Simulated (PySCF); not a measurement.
B₃H₅N (calculated)

Computed with PySCF 2.14.0. Calculation on a computer-drawn molecule: the log of a Hartree-Fock and frozen-core CCSD(T) single point meant for a local Hartree-Fock minimum, with one planted fault or none, to be diagnosed. Offsets are logged minus clean, where the clean run is the same molecule without the fault. The reference is restricted for singlets and unrestricted otherwise, and also for a bond in bohr or an excited solution. Adding or removing an electron swaps singlet and doublet. The excited solution moves the top pair (singlet) or top alpha electron (doublet) to the lowest empty orbital. Highest occupied and lowest empty are orbital energies over both spins, largest force is the largest gradient component, triples share is (T) over the correlation energy, the T1 limit is 0.02 restricted and 0.045 unrestricted, electrons count all cores, a negative frequency is imaginary (commonest isotopes), and the dipole is about the centre of nuclear charge.

```xyz
9
formula=B3H5N meant_charge=0 meant_multiplicity=2 meant_basis=cc-pVDZ logged_electrons=26 logged_basis_functions=81 logged_SCF_converged=yes logged_spin_squared=0 logged_highest_occupied=-16.039 logged_lowest_empty=-6.5331 logged_largest_force=0.042776 logged_T1_diagnostic=0.020701 logged_D1_diagnostic=0.057405 logged_triples_share=0.0289 logged_CC_converged=yes logged_dipole_magnitude=6.5841 logged_SCF_stable_within_its_kind=yes logged_energy_HF=-131.09663 logged_energy_CCSD(T)=-131.53964 possible_faults=no_fault,one_electron_removed,one_electron_added,multiplicity_raised_by_two,geometry_at_a_saddle_point,SCF_held_on_an_excited_solution,minimal_basis_STO-3G,one_bond_length_entered_in_bohr,all_coordinates_scaled
B      1.5905    -1.4390     0.0071
B      0.7435    -0.1259    -0.2991
B     -0.8484     0.1739     0.2677
N     -1.1438     0.6715     1.5371
H      2.2028    -2.4292     0.2237
H      1.2741     0.6955    -1.0104
H     -1.7898    -0.0334    -0.4621
H     -2.0747     0.8749     1.8364
H     -0.4508     0.8875     2.2231
```

Units: logged_highest_occupied, logged_lowest_empty in eV; logged_largest_force in hartree/bohr; logged_dipole_magnitude in debye; logged_energy_HF, logged_energy_CCSD(T) in hartree.

Drawn bonds:
```csv
atom,other atom,order
1,2,1
2,3,1
3,4,1
1,5,1
2,6,1
3,7,1
4,8,1
4,9,1
```

Notes: T1 above single-reference limit.

## Withheld values
1. Give the missing planted fault for B₃H₅N.

Answers
1. one electron removed

Further results for B₃H₅N:

* HF energy offset from clean run: 171.8 kcal/mol
* CCSD(T) energy offset from clean run: 182.5 kcal/mol
